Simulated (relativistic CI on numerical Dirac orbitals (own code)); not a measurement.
Mn⁴⁺: calculation against measurement

Method of calculation: Dirac-Coulomb-Breit CI, KLI orbitals optimised for each configuration, QED by a radiative potential, valence Slater integrals scaled by 0.85, P86 correlation energy added to each configuration (own radial code, finite nucleus).

Configuration list (outside the closed core [Ne]): 3s²3p⁶3d³, 3s²3p⁶3d²4s, 3s²3p⁶3d²4p, 3s²3p⁵3d⁴, 3s²3p⁶3d²4d, 3s²3p⁶3d²5s, 3s²3p⁶3d²5p, 3s²3p⁶3d²4f, 3s²3p⁶3d²5d, 3s3p⁶3d⁴, 3s²3p⁶3d4s4p, 3s²3p⁶3d²5f, 3s²3p⁶3d²5g, 3s²3p⁶3d4s², 3s²3p⁶4s²4p, 3s²3p⁶4s²4d, 3s²3p⁶4s²5s, 3s²3p⁶4s²5p, 3s²3p⁶3d4p², 3s²3p⁶4s4p², 3s²3p⁶4p³, 3s²3p⁶4p²4d, 3s²3p⁶4p²5s, 3s²3p⁶4p²5p. Double excitations out of closed p, d and f shells are left out; levels of such configurations are missing from the list, as are those of other unlisted configurations, and high levels can miss mixing partners.

```csv
Configuration,Term (tabulated),J,Measured (cm⁻¹),Computed,Error,Purity (%)
3s²3p⁶3d³,4F,3/2,0.0,0,0,100
3s²3p⁶3d³,4F,5/2,359.0,340,-19,100
3s²3p⁶3d³,4F,7/2,835.1,794,-41,100
3s²3p⁶3d³,4F,9/2,1412.2,1346,-66,100
3s²3p⁶3d³,4P,1/2,16434.0,16259,-175,99
3s²3p⁶3d³,4P,3/2,16594.6,16417,-178,98
3s²3p⁶3d³,4P,5/2,17048.6,16848,-200,100
3s²3p⁶3d³,2G,7/2,17892.4,17281,-611,100
3s²3p⁶3d³,2G,9/2,18398.8,17763,-636,98
3s²3p⁶3d³,2P,3/2,22918.8,22897,-21,66
3s²3p⁶3d³,2P,1/2,23081.6,22994,-88,99
3s²3p⁶3d³,2D2,5/2,24630.0,24624,-6,100
3s²3p⁶3d³,2D2,3/2,24670.5,24634,-36,68
3s²3p⁶3d³,2H,9/2,24974.8,23759,-1216,99
3s²3p⁶3d³,2H,11/2,25333.8,24099,-1235,100
3s²3p⁶3d³,2F,7/2,40423.3,39330,-1094,100
3s²3p⁶3d³,2F,5/2,40707.1,39604,-1103,100
3s²3p⁶3d³,2D1,5/2,62608.2,62106,-502,100
3s²3p⁶3d³,2D1,3/2,62853.5,62322,-532,100
3s²3p⁶3d²4s,4F,3/2,176945.5,181612,4667,100
3s²3p⁶3d²4s,4F,5/2,177326.2,181979,4652,100
3s²3p⁶3d²4s,4F,7/2,177872.6,182505,4633,100
3s²3p⁶3d²4s,4F,9/2,178572.2,183181,4609,100
3s²3p⁶3d²4s,2F,5/2,183537.8,188084,4546,99
3s²3p⁶3d²4s,2F,7/2,184633.3,189145,4512,99
3s²3p⁶3d²4p,4G°,5/2,241907.1,245928,4020,94
3s²3p⁶3d²4p,4G°,7/2,242766.9,246732,3965,94
3s²3p⁶3d²4p,4F°,3/2,243120.9,247131,4010,95
3s²3p⁶3d²4p,4F°,5/2,243678.5,247654,3976,96
3s²3p⁶3d²4p,4G°,9/2,243803.1,247713,3910,95
3s²3p⁶3d²4p,4F°,7/2,244382.1,248313,3931,95
3s²3p⁶3d²4p,4G°,11/2,245046.7,248891,3844,100
3s²3p⁶3d²4p,4F°,9/2,245135.6,249036,3900,94
3s²3p⁶3d²4p,2F°,5/2,245497.8,249739,4241,70
3s²3p⁶3d²4p,2D°,3/2,246161.2,251480,5318,66
3s²3p⁶3d²4p,2F°,7/2,246324.7,250464,4139,61
3s²3p⁶3d²4p,4D°,1/2,246539.1,250538,3999,100
3s²3p⁶3d²4p,4D° †,5/2,246897.6,250950,4053,71
3s²3p⁶3d²4p,4D° †,3/2,247222.1,250343,3121,66
3s²3p⁶3d²4p,4D° †,7/2,247705.2,251743,4038,62
3s²3p⁶3d²4p,2D°,5/2,248088.4,252457,4368,82
3s²3p⁶3d²4p,2G°,7/2,250966.5,254725,3758,99
3s²3p⁶3d²4p,2G°,9/2,251719.6,255455,3735,99
3s²3p⁶3d²4p,2S°,1/2,253893.8,259539,5645,98
3s²3p⁶3d²4p,4S°,3/2,257436.8,262317,4880,82
3s²3p⁶3d²4p,2P°,3/2,259043.8,263582,4538,76
3s²3p⁶3d²4p,2F°,5/2,259583.3,263958,4375,93
3s²3p⁶3d²4p,2P°,1/2,260042.8,264446,4403,96
3s²3p⁶3d²4p,4D°,1/2,260460.8,265123,4662,97
3s²3p⁶3d²4p,2F°,7/2,260680.8,265007,4326,91
3s²3p⁶3d²4p,4D°,3/2,260806.2,265453,4646,95
3s²3p⁶3d²4p,4D°,5/2,261464.4,266071,4607,89
3s²3p⁶3d²4p,2D°,3/2,262252.0,266847,4595,89
3s²3p⁶3d²4p,4D°,7/2,262574.9,267127,4552,92
3s²3p⁶3d²4p,2D°,5/2,262836.1,267414,4578,86
3s²3p⁶3d²4p,4P°,1/2,264400.6,268999,4598,99
3s²3p⁶3d²4p,4P°,3/2,264732.4,269306,4573,98
3s²3p⁶3d²4p,4P°,5/2,265488.4,270023,4535,94
3s²3p⁶3d²4p,2G°,7/2,265579.3,268770,3190,98
3s²3p⁶3d²4p,2G°,9/2,265734.0,268907,3173,98
3s²3p⁶3d²4p,2D°,5/2,269955.4,274033,4077,99
3s²3p⁶3d²4p,2D°,3/2,269968.3,274069,4100,97
3s²3p⁶3d²4p,2H°,9/2,271494.6,274198,2704,98
3s²3p⁶3d²4p,2H°,11/2,272640.4,275274,2634,100
3s²3p⁶3d²4p,2P°,1/2,272982.9,277028,4045,99
3s²3p⁶3d²4p,2P°,3/2,273212.3,277234,4021,97
3s²3p⁶3d²4p,2F°,7/2,276592.0,279101,2509,99
3s²3p⁶3d²4p,2F°,5/2,277398.1,279864,2466,100
```

Measured levels from Corliss and Sugar, J. Phys. Chem. Ref. Data 6, 1253 (1977); pairs were made by configuration, J and term (by order where the table uses no LS term), so strongly mixed levels may be paired wrongly.

Mean error by configuration (cm⁻¹): 3s²3p⁶3d³ -431; 3s²3p⁶3d²4s 4603; 3s²3p⁶3d²4p 4089. Over the excited levels the mean absolute error is 3108 cm⁻¹ (67 of the 67 excited levels that our extract of the source holds in range could be paired), and the median relative error of those above 1,000 cm⁻¹ is 1.7 %. † marks terms whose computed intervals miss the measured ones by more than a factor of 2.5, or configurations far off the rest, from wrong mixing, a near crossing or a doubtful label or measurement; they are left out of the means.
